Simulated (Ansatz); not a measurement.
`[InH2][I]` + CH₃SH → `C[S][InH2]` + HI  (ligand exchange at the In–I bond)

Calculated with Ansatz (gas phase, PBE0-D4/def2-TZVP geometries, no zero-point term in ΔE). CCSD(T)/CBS adds triple-zeta CCSD(T) − MP2 to the extrapolated MP2 energy (def2 sets, frozen cores). This one scheme is used for every species. Functionals use def2-TZVPP. def2 core potentials past Kr. For I, In outer-core shells are correlated without core-valence functions, which leaves a few kJ/mol of doubt a bond.

CCSD(T)/CBS gives +65.8 kJ/mol.

Q: Another level gave +68.2 kJ/mol. Which?
A. PBE-QIDH/def2-TZVPP
B. BLYP-D4/def2-TZVPP
C. HF/def2-TZVPP
D. CAM-B3LYP-D4/def2-TZVPP

A: A. PBE-QIDH 68.2, CAM-B3LYP-D4 63.9, HF/def2-TZVPP 86.3, BLYP-D4 56.1 kJ/mol.

Largest T1 diagnostic among the species: 0.014.

In def2-TZVPP, CCSD(T) changes the Hartree–Fock value by −26.3 kJ/mol (the triples alone add −3.8 kJ/mol) and MP2 by −22.8 kJ/mol. From r2SCAN to r2SCAN0 (25 % exact exchange), in def2-TZVPP and without D4, ΔE moves by +5.4 kJ/mol.
